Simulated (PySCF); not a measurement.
A survey of $^{19}$F NMR shifts

Computational details: shieldings: GIAO PBE0/pcSseg-1, GFN2-xTB geometry, in PySCF 2.14 (one computed conformer, no relativistic terms, isolated molecule, one averaged value for each set of equivalent atoms).

Shieldings were converted by a linear fit to measured shifts: $^{19}$F: δ = 146.13 − 0.903σ +14.6 on sp3 carbon (rms 6.0 ppm, 223 shifts, 7.0 ppm with the 5 outliers that the fit left out vs CFCl3, solution or neat liquid). A few per cent of atoms miss by over 2 rms, more outside the fitted compound classes.

(1) Give the $^{19}$F shifts of `FC(F)(Cl)[C@H]1CO1`, `N#C[Si@@H]1C[C@H]1CF`, `N#C/C=C\[C@H](F)[SiH3]`, `N#C[SiH2]/C=C\CF`, `C/C([SiH3])=C(\F)C#N`.

(2) Match the shifts -45.4, -79.9, -88.7, -97.6, -215.1, -228.2 ppm to `N#CC/C(F)=C/[SiH3]`, `N#C[SiH2]/C=C/CF`, `N#C/C=C/[C@H](F)[SiH3]`, `C/C(=C/F)[SiH2]C#N`, `C/C(=C\F)[SiH2]C#N`, `N#CC/C(F)=C\[SiH3]`.

Answers

(1) 
```json
{"compound": "[F:1][C:2]([F:3])([Cl:4])[C@H:5]1[CH2:6][O:7]1", "environment": "F1: fluorine of a CF2 group", "δ (ppm)": "-48.2"}
{"compound": "[F:1][C:2]([F:3])([Cl:4])[C@H:5]1[CH2:6][O:7]1", "environment": "F3: fluorine of a CF2 group", "δ (ppm)": "-50.2"}
{"compound": "N#C[Si@@H]1C[C@H]1CF", "environment": "fluorine on an sp3 carbon", "δ (ppm)": "-218.5"}
{"compound": "N#C/C=C\\[C@H](F)[SiH3]", "environment": "fluorine on an sp3 carbon", "δ (ppm)": "-218.9"}
{"compound": "N#C[SiH2]/C=C\\CF", "environment": "fluorine on an sp3 carbon", "δ (ppm)": "-217.0"}
{"compound": "C/C([SiH3])=C(\\F)C#N", "environment": "vinylic fluorine", "δ (ppm)": "-95.5"}
```

(2) -45.4: N#CC/C(F)=C\[SiH3] (vinylic fluorine); -79.9: N#CC/C(F)=C/[SiH3] (vinylic fluorine); -88.7: C/C(=C\F)[SiH2]C#N (vinylic fluorine); -97.6: C/C(=C/F)[SiH2]C#N (vinylic fluorine); -215.1: N#C/C=C/[C@H](F)[SiH3] (fluorine on an sp3 carbon); -228.2: N#C[SiH2]/C=C/CF (fluorine on an sp3 carbon).
